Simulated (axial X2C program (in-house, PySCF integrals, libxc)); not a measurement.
## InC⁻: properties at the nuclei

Calculated with an axial X2C code built on PySCF integrals: two-component X2C with atomic mean-field Coulomb and Gaunt terms, Gaussian nuclei, basis In dyall-acv3z, C dyall-av3z with contracted cores.

R = 2.133 Å (near the PBE0 minimum at charge -1 of the determinant lowest at the starting distance; the state shown can have its own minimum elsewhere).

Input and command:
```json
{"zs": [49, 6], "q": -1, "bas": ["dyall-acv3z", "dyall-av3z"], "r0": 2.03, "levels": ["PBE0", "HF", "LDA", "B3LYP", "TPSSh"], "nst": 3}
```
```bash
python soeom.py task.json out
```

Keys: zs atomic numbers; q charge; bas basis sets; r0 starting distance in Å; levels methods; nst determinants followed.

Determinant lowest in the PBE0 search, Ω = 2 (⟨Sz⟩ = 1.00, ⟨Lz⟩ = 1.00 at PBE0), spin on the atoms In -0.15, C 1.15:

```tsv
level	Eeff magnitude (GV/cm)	Ws magnitude In (kHz)	A∥/gI In (MHz)	qzz In (a.u.)	A∥/gI C (MHz)	qzz C (a.u.)
PBE0	1.6	0.548	106	-2.17	28.1	0.05
HF	1.37	0.481	132	-3.05	39.3	0.06
LDA	1.77	0.593	132	-1.84	47.1	0.03
B3LYP	1.47	0.514	97.8	-2.05	42.6	0.04
TPSSh	1.67	0.57	118	-2.04	39	0.04
```

Eeff is the effective electric field on the electron electric dipole moment in this Ω state and Ws the scalar–pseudoscalar constant of the nucleus named (defined with the proton number Z and per Ω); A∥ (defined per Ω) follows by multiplying with gI = μI/(I μN); qzz is the electric field gradient, eQq0 = 234.96 MHz × Q/barn × qzz. The operators were transformed with the bare-nucleus X2C matrices; with these basis sets, hyperfine constants and field gradients can be off by tens of per cent, and where levels differ in sign neither size nor sign is settled.

(1) With gI(115In) = 1.2313, Q(115In) = 0.772 barn, gI(13C) = 1.4048 (g factors from the IAEA table of nuclear moments by Stone; Q from Pyykkö, Mol. Phys. 2018), turn the PBE0 values of the first state into constants in MHz.

Each state is one determinant with collinear spin, which with several unpaired electrons need not be a pure state. Unrestricted Hartree–Fock can overshoot spin polarisation at the nuclei. For an anion, determinants above electron detachment, or with a positive highest level, are held by the basis set. With several open shells hyperfine constants can be off by a factor of several. Open-shell Ω = 0 determinants with evenly filled partner blocks cannot be reached by this program, so the Ω shown need not be the lowest component. States lie within half an eV, so the first need not be the ground state. Further determinants of the search, some of them spin-mixed, are not shown.

Results:

(1) A∥(115In) = 106 × 1.2313 = 131 MHz; eQq0(115In) = 234.96 × (0.772) × (-2.17) = -394 MHz; A∥(13C) = 28.1 × 1.4048 = 39.5 MHz.
